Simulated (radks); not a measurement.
Results of a calculation; reference values are marked as such.
All-electron atom: the carbon ion C+ in 1s1.5 2s2 2p1 3s0.5 (fractional occupations, a model configuration). Level of theory: Dirac Kohn-Sham, PBE, spin-unpolarised, spherical densities, finite nucleus; open shells fill j = l - 1/2 first; Fermi nuclear charge, rms radius 2.4702 fm (a radial shooting solver on a logarithmic mesh with Libxc functionals).

Unscreened Slater integrals over Kohn-Sham orbitals (cm^-1). Large and small components are both included. Empty in this configuration: 2p3/2.

| integral | value |
|---|---|
| F0(3s1/2,3s1/2) | 45448 |
| F0(3s1/2,2p1/2) | 59581 |
| G1(3s1/2,2p1/2) | 4689.5 |
| F0(3s1/2,2s1/2) | 59339 |
| G0(3s1/2,2s1/2) | 3654.8 |
| F0(3s1/2,1s1/2) | 65494 |
| G0(3s1/2,1s1/2) | 1813.3 |
| F0(3s1/2,2p3/2) | 59577 |
| G1(3s1/2,2p3/2) | 4690.4 |
| F0(2p1/2,2p1/2) | 154320 |
| F0(2p1/2,2s1/2) | 150210 |
| G1(2p1/2,2s1/2) | 91348 |
| F0(2p1/2,1s1/2) | 216650 |
| G1(2p1/2,1s1/2) | 26646 |
| F0(2p1/2,2p3/2) | 154270 |
| G2(2p1/2,2p3/2) | 71424 |
| F0(2s1/2,2s1/2) | 147760 |
| F0(2s1/2,1s1/2) | 208010 |
| G0(2s1/2,1s1/2) | 16458 |
| F0(2s1/2,2p3/2) | 150170 |
| G1(2s1/2,2p3/2) | 91345 |
| F0(1s1/2,1s1/2) | 785550 |
| F0(1s1/2,2p3/2) | 216480 |
| G1(1s1/2,2p3/2) | 26613 |
| F0(2p3/2,2p3/2) | 154220 |
| F2(2p3/2,2p3/2) | 71419 |
